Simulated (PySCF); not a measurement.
Excitations are Tamm–Dancoff values on a coarser integration grid. The basis has no diffuse functions, so Rydberg states are missing or too high.

Cartesian coordinates (Å):
```xyz
7

In     0.0489    -0.0959    -0.1786
H      0.1700     1.3818    -1.0854
H     -1.4216    -1.0198    -0.2471
H      1.4940    -0.8378     0.4394
C     -0.7895     1.5504     2.9430
N     -0.5237     1.0281     1.9542
H     -1.0396     2.0417     3.8727
```
Charge 0, multiplicity 1.

Task: What S1 excitation (TDA), brightest of the four lowest singlets (TDA), dipole moment, HOMO–LUMO gap, total energy, HOMO, LUMO and charge on the central atom (Mulliken) does PBE-D3(BJ)/def2-TZVP // PBE0-D4/def2-SVP in PySCF 2.14.0 give?

Result: 
| Item | Value |
|---|---|
| S1 excitation (TDA) | 4.13 eV |
| brightest of the four lowest singlets (TDA) | 4.34 eV |
| dipole moment | 1.119 e·Å |
| HOMO–LUMO gap | 4.13 eV |
| total energy | -285.2469 Ha |
| HOMO | -6.22 eV |
| LUMO | -2.09 eV |
| charge on the central atom (Mulliken) | 0.31 e |
